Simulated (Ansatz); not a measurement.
`[GaH2][I]` + `[OH][AlH2]` → `[AlH2][O][GaH2]` + HI at 600 K and 1 bar (ligand exchange at a Ga–I bond).

Calculated with Ansatz (gas phase, PBE0-D4/def2-TZVP geometries, no zero-point term in ΔE). CCSD(T)/CBS adds triple-zeta CCSD(T) − MP2 to the extrapolated MP2 energy (def2 sets, frozen cores). This one scheme is used for every species. def2 core potentials past Kr. For Ga, I outer-core shells are correlated without core-valence functions, which leaves a few kJ/mol of doubt a bond. Scalar relativity is left out up to krypton.

```csv
species,CCSD(T)/CBS energy (Eh),H − E (kJ/mol),S (J/(mol·K))
`[GaH2][I]`,-2222.61527,67.0,325.9
`[OH][AlH2]`,-319.03157,103.2,300.4
`[AlH2][O][GaH2]`,-2243.58748,131.4,400.6
HI,-298.03592,31.6,227.0
```

H − E and S are ideal-gas, rigid-rotor, harmonic terms from PBE0-D4/def2-TZVP. 1 Eh = 2625.50 kJ/mol, R = 8.31446 J/(mol·K).

Task: By hand: ΔE, ΔH, ΔS and ΔG.

Result: ΔE = (-2243.58748) + (-298.03592) − (-2222.61527) − (-319.03157) = 0.02344 Eh = 61.5 kJ/mol. Δ(H − E) = 131.4 + 31.6 − 67.0 − 103.2 = -7.2, so ΔH = 54.3 kJ/mol. ΔS = 400.6 + 227.0 − 325.9 − 300.4 = 1.3 J/(mol·K). ΔG = 54.3 − 600 × (1.3)/1000 = 53.5 kJ/mol.

Task: By hand: the equilibrium constant, and the temperature at which ΔG would vanish if ΔH and ΔS stayed fixed.

Result: log₁₀ K = −ΔG/(RT ln 10) = -4.7. ΔG = 0 at ΔH/ΔS = 41769 K, far beyond where these terms or the molecules hold.

The number of gas molecules stays the same, so ΔS is small and ΔH decides. A doubt of 5 kJ/mol in ΔE shifts log₁₀ K by 0.4 here. These are equilibria of isolated gas molecules and say nothing of rates. Largest T1 diagnostic: 0.015 (customary marks: 0.02 for closed shells, 0.045 for open ones).
